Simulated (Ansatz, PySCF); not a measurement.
Energy difference 2 R1 → P1 + P2, each structure at its B3LYP-D3(BJ)/def2-TZVP stationary point, reached from a drawn start (curvature not checked).
P1: BI3 (SMILES IB(I)I), charge 0, multiplicity 1.
R1: BI2 (SMILES I[B]I), charge 0, multiplicity 2.
P2: BI (SMILES [B]I), charge 0, multiplicity 1.

P less R. No zero-point or thermal terms; singlets are restricted closed shells; open shells are unrestricted; no spin–orbit coupling.

Correlated levels freeze the cores. In cc and def2 sets filled d and f shells under p-block atoms count as core. CBS: X⁻³ extrapolation of the correlation energy, Hartree–Fock from the larger set.

The values were computed with Ansatz (a program for electronic structure) with Gaussian orbitals; PySCF for M06-2X and the D3/D4 terms. Each number belongs to the level named beside it. Elements past Kr take the def2 small-core potentials, without spin–orbit coupling.

| level | reaction energy (eV) |
|---|---|
| PBE/def2-TZVPP | -0.872 |
| BLYP-D4/def2-TZVPP | -1.010 |
| r2SCAN-D3(BJ)/def2-TZVPP | -0.658 |
| B3LYP-D3(BJ)/def2-TZVPP | -0.995 |
| M06-2X/def2-TZVPP | -1.117 |
| MP2/CBS(def2-TZVPP, def2-QZVPP) | -1.235 |
| CCSD/def2-QZVPP | -1.206 |
| CCSD(T)/def2-TZVPP | [?] |
| CCSD(T)/CBS(def2-TZVPP, def2-QZVPP) | [?] |

Task: What belongs in the gaps?

Result: 
- CCSD(T)/def2-TZVPP, reaction energy (eV): -1.245
- CCSD(T)/CBS(def2-TZVPP, def2-QZVPP), reaction energy (eV): -1.288
